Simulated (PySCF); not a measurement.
Compound: C4H12Si.
Z-matrix (Å and degrees, PBE0-D3(BJ)/def2-SVP geometry), rows numbered from 1:
```
C 
Si  1  1.8844
C   2  1.8846  1  109.42
C   2  1.8841  1  109.57  3   120.07
C   2  1.8844  1  109.46  3  -119.89
H   1  1.1015  2  111.35  3   -59.90
H   1  1.1018  2  111.09  3   179.85
H   1  1.1019  2  110.91  3    60.11
H   3  1.1016  2  111.27  1   179.91
H   3  1.1018  2  111.11  1    59.74
H   3  1.1019  2  111.01  1   -60.09
H   4  1.1018  2  111.21  1   -59.98
H   4  1.1018  2  111.22  1    60.07
H   4  1.1018  2  111.13  1  -179.94
H   5  1.1018  2  111.26  1   -60.10
H   5  1.1019  2  111.19  1    59.99
H   5  1.1019  2  111.08  1   179.92
```

Computed with PBE0-D3(BJ)/def2-SVP geometry optimisation, gas phase (PySCF).

Take the most abundant isotopes and a rigid rotor. 

(1) Give the principal moments of inertia and the rotational constants in GHz.

(2) What kind of rotor is it?

Answers

(1) Ia = 164.02, Ib = 164.17, Ic = 164.19 u·Å²; 505379 MHz·u·Å²/I gives 3081, 3078 and 3078 MHz, that is A = 3.0812, B = 3.0784, C = 3.0780 GHz.

(2) A spherical top, as the point group Td requires three equal moments; the computed ones differ by 0.10 % because the geometry is symmetric only within the optimiser's tolerance.

The point group Td allows no dipole (computed: 0.00 D), so a rigid rotor has no electric-dipole lines.

Task: Estimate the classical rotational partition function at 50 K, 100 K and 298.15 K.

Result: Point group Td, symmetry number σ = 12; q = (√π/σ)·√((kT/h)³/(ABC)), k/h = 20836.6 MHz/K: 919 at 50 K, 2600 at 100 K, 13400 at 298.15 K.

Whether it is a minimum is left open (no frequencies). These are rigid-rotor constants of the computed structure; measured ground-state constants (B0) also hold zero-point vibration.
